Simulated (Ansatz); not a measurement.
CH4BClO2, relaxed with RKS PBE-D4/def2-SVP in Ansatz from a rough embedded geometry. The force threshold is 0.03 eV/Å; the program also tests the step.

The species carries charge 0 and has multiplicity 1. The bonds changed during the relaxation, so this is another structure than the one it started from.

Start:

```xyz
9

B    -0.960    0.346   -0.759
C     0.044   -0.139    0.315
O     0.803    0.963    0.711
O     0.841   -1.143   -0.121
Cl   -0.903   -0.751    1.695
H    -0.968   -0.188   -1.887
H    -1.786    1.163   -0.558
H     1.413    1.183    0.050
H     1.516   -1.434    0.555
```

| step | energy (eV) | largest force (eV/Å) | largest move (Å) |
| --- | --- | --- | --- |
| 1 | -18373.6728 | 3.432 | 0.000 |
| 2 | -18373.9171 | 0.981 | 0.096 |
| 3 | -18373.9804 | 0.386 | 0.055 |
| 4 | -18373.9997 | 0.349 | 0.039 |
| 5 | -18374.0543 | 0.626 | 0.190 |
| 6 | -18374.1487 | 0.981 | 0.195 |
| 7 | -18374.2653 | 1.187 | 0.192 |
| 8 | -18374.4503 | 1.038 | 0.192 |
| 9 | -18374.5547 | 1.149 | 0.147 |
| 10 | -18374.6706 | 1.067 | 0.119 |
| 11 | -18374.7802 | 1.086 | 0.193 |
| 12 | -18374.8107 | 1.862 | 0.198 |
| 13 | -18374.9867 | 0.841 | 0.200 |
| 14 (rejected) | -18374.9836 | 1.203 | 0.200 |
| 15 | -18375.0365 | 0.245 | 0.099 |
| 16 (rejected) | -18375.0308 | 0.280 | 0.044 |
| 17 | -18375.0403 | 0.044 | 0.021 |
| 18 | -18375.0405 | 0.024 | 0.024 |

End:

```xyz
9

B    -1.207    0.098   -0.484
C     0.333    0.047   -0.066
O     0.899    1.069    0.537
O     1.044   -1.042   -0.255
Cl   -1.778   -0.577    1.221
H    -1.439   -0.699   -1.378
H    -1.572    1.251   -0.651
H     1.795    0.871    0.894
H     1.926   -1.020    0.184
```

Hardware: 2 threads of an Arm Neoverse V1 on a shared host. Wall time 37 s, peak host memory 0.15 GiB.
